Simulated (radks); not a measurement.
Task: Coherent X-ray form factor from a spherical all-electron density. Method: Dirac Kohn-Sham, BLYP, spin-unpolarised, spherical densities, point nucleus; computed with a radial shooting solver on a logarithmic mesh with Libxc functionals.

sin(theta)/lambda (1/angstrom)  f0 (electrons)
0.05                                    42.916
0.1                                     42.668
0.15                                    42.258
0.2                                     41.696
0.25                                    40.993
0.3                                     40.160
0.4                                     38.171
0.5                                     35.864
0.6                                     33.383
0.8                                     28.413
1                                       24.053
1.25                                    19.929
1.5                                     17.108
2                                       13.426

The species is in the configuration that NIST lists as its ground one. Which atom or ion scatters so?

Result: The lutetium ion Lu28+, [Kr] 4d7. Extrapolating in s^2 from the first two rows gives f0(0) = 43.0, near the electron count 43; among species with that count, the fall with angle is slower the higher Z, and the table is that of Z = 71; from so few rows the species is fixed only to a neighbour or two.
